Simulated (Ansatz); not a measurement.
Coupled-cluster run, `F[Si](F)(Cl)[S][GeH2][Cl]`.

```yaml
crystal:
  periodic: [false, false, false]
  atoms:
    - {symbol: F, position_ang: [0.019760, 1.600122, 2.657614]}
    - {symbol: Si, position_ang: [-0.263453, 0.538795, 1.527446]}
    - {symbol: F, position_ang: [-1.774266, 0.118515, 1.667773]}
    - {symbol: Cl, position_ang: [0.860289, -1.105720, 1.875622]}
    - {symbol: S, position_ang: [0.131610, 1.481913, -0.300310]}
    - {symbol: Ge, position_ang: [0.368088, -0.281727, -1.642120]}
    - {symbol: Cl, position_ang: [-1.347328, -1.556980, -1.486467]}
    - {symbol: H, position_ang: [0.412656, 0.312145, -3.050778]}
    - {symbol: H, position_ang: [1.592643, -1.107062, -1.248799]}
basis:
  gaussian: {orbitals: def2-TZVPP}
correlation: {method: ccsd_t}
```

```sh
$ ansatz run in.yaml --threads 2 --pin off --events-out ev --progress --plain --max-ram 22528MiB --backend cuda --devices 0, --max-vram 18GiB
```

The program prints (abridged):

```
Functional definition: HF
1886 factors; integrals over basis functions are off by at most 7.6e-4 eV
mean field evaluation 1: about -105612.0946 eV, gradient 4.1e1 eV
mean field evaluation 2: about -105612.4647 eV, gradient 4.2e1 eV
mean field evaluation 4: about -105615.9783 eV, gradient 3.0e0 eV
mean field evaluation 8: about -105616.0410 eV, gradient 3.1e-1 eV
mean field evaluation 16: about -105616.0415 eV, gradient 2.4e-6 eV
mean field -105616.04150317 eV, -3881.3179361172 hartree, gradient 2.4e-6 eV, S^2 0.000000; 0 other end points of the search recorded, 0 dependent functions left out
31 core orbitals not correlated: weight in the atoms' cores, before any rotation towards them, 1.000 or more for the frozen orbitals, at most 0.000 for the correlated occupied ones
reference -105616.04150317 eV, -3881.3179361172 hartree; 27, 27 occupied and 248, 248 virtual orbitals, 1886 factors
second order -38.35621718 eV of doubles, -0.00000000 eV of singles
cycle   1  -38.64045230 eV  change   -2.8e-1 eV  update   1.3e-1
cycle   2  -39.51645949 eV  change   -8.8e-1 eV  update   3.6e-2
cycle   3  -39.68790018 eV  change   -1.7e-1 eV  update   1.8e-2
cycle   4  -39.66620422 eV  change    2.2e-2 eV  update   3.8e-3
cycle   5  -39.66212592 eV  change    4.1e-3 eV  update   1.6e-3
cycle   6  -39.66289799 eV  change   -7.7e-4 eV  update   4.5e-4
cycle   7  -39.66265541 eV  change    2.4e-4 eV  update   1.6e-4
cycle   8  -39.66255877 eV  change    9.7e-5 eV  update   5.1e-5
cycle   9  -39.66258086 eV  change   -2.2e-5 eV  update   2.0e-5
perturbative correction -1.54094301 eV, -0.0566286111 hartree
Total energy: -105657.24502704 eV, -3882.8321376907 hartree
```

Run time 9.5 s (2 threads of an AMD EPYC 7R13 on a shared host and a share of an NVIDIA H100 80 GB); peak host memory 0.89 GiB.

The correlation energy is -41.204 eV, 3.7 % of it from (T); the T1 diagnostic reads 0.0110.
